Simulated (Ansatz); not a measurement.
All numbers were calculated with Ansatz.

A structure relaxed at PBE0-D4/def2-TZVP, charge 0, multiplicity 1:

Cartesian coordinates in Å:
```
C -1.364 -1.085 0.885
V -0.130 0.081 -0.189
C 0.463 1.710 0.826
C 1.416 -0.945 -0.959
N -0.985 0.614 -1.439
H -0.782 -1.452 1.741
H -2.227 -0.518 1.244
H -1.719 -1.932 0.293
H -0.393 2.296 1.171
H 1.035 1.348 1.691
H 1.100 2.345 0.205
H 2.008 -1.305 -0.106
H 2.036 -0.308 -1.594
H 1.065 -1.798 -1.546
H -1.524 0.950 -2.224
```

Q: Give its formula and SMILES.

A: C3H10NV, `[CH3][V]([CH3])([CH3])=[NH]`.

Q: Point group (tolerance 0.08 Å, 0.16 Å for H)?

A: C3v.

Q: Summarise the bond lengths by kind.

A: 3 × C–V 2.009 Å; 9 × C–H 1.093 to 1.099 Å; 1 × N–V 1.605 Å; 1 × H–N 1.010 Å.
